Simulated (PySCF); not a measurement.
**`[SiH3]C1=CC2(C=CC=C2)C=C1`, C9H10Si**

Geometry:
```csv
atom,x (Å),y (Å),z (Å)
Si1,3.252,0.147,-0.192
C2,1.405,-0.156,-0.276
C3,0.448,0.570,0.348
C4,-0.926,0.020,0.038
C5,-1.696,-0.365,1.283
C6,-2.842,0.339,1.341
C7,-2.928,1.220,0.171
C8,-1.835,1.050,-0.596
C9,-0.602,-1.145,-0.866
C10,0.730,-1.230,-1.034
H11,3.592,1.525,-0.660
H12,3.955,-0.842,-1.064
H13,3.760,-0.005,1.206
H14,0.587,1.440,0.992
H15,-1.329,-1.104,1.995
H16,-3.596,0.273,2.128
H17,-3.755,1.902,-0.035
H18,-1.589,1.553,-1.532
H19,-1.370,-1.791,-1.293
H20,1.251,-1.976,-1.638
```

The calculation used quadratic response CAM-B3LYP/aug-cc-pVDZ first hyperpolarisability, Taylor convention, gas phase in PySCF. Geometry: PBE0-D3(BJ)/def2-SVP.

Question: Give the tensor of the static β(0;0,0) in the axes of these coordinates.

Answer: In au, Taylor convention; rows are the first index (the induced dipole):
```
       xx    yy    zz    xy     xz    yz
x  -187.3  -4.5  -9.7  -2.8  +10.3  +7.5
y    -2.8  -2.5  -2.3  -4.5   +7.5  -4.5
z   +10.3  -4.5  +3.4  +7.5   -9.7  -2.3
```
Norm of βᵢ = ⅓ Σⱼ (βᵢⱼⱼ + βⱼᵢⱼ + βⱼⱼᵢ): 201.9 au, hyper-Rayleigh value 80.9 au.
